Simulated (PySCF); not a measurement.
C3H8MgO, SMILES C[CH2][Mg][O]C. Atoms are numbered in the order given.

```xyz
13

Mg     0.2433    -0.1065     0.0012
C     -0.2536    -1.5739     1.4192
C     -1.6950    -1.5607     1.9330
H      0.4476    -1.4739     2.2686
H     -0.0221    -2.5615     0.9788
H     -2.4288    -1.7053     1.1224
H     -1.9550    -0.6078     2.4237
H     -1.8884    -2.3567     2.6747
O      0.6678     1.1359    -1.2007
C      0.9969     2.0912    -2.1262
H      0.8752     3.1207    -1.7308
H      2.0505     2.0063    -2.4634
H      0.3686     2.0285    -3.0385
```

Coordinates come from a PBE0-D3(BJ)/def2-SVP optimisation. The structure was generated by enumeration; whether it is a known compound was not checked. One conformer was computed; it need not be the lowest.

All values below come from PySCF with HF/def2-TZVP.

Atomic charges (e):

```
atom    IAO  Löwdin
----  -----  ------
Mg1    1.56    0.66
C2    -0.83   -0.53
C3    -0.34   -0.34
H4     0.10    0.12
H5     0.10    0.12
H6     0.10    0.11
H7     0.10    0.11
H8     0.10    0.10
O9    -1.08   -0.23
C10   -0.07   -0.39
H11    0.09    0.09
H12    0.09    0.09
H13    0.09    0.09
```
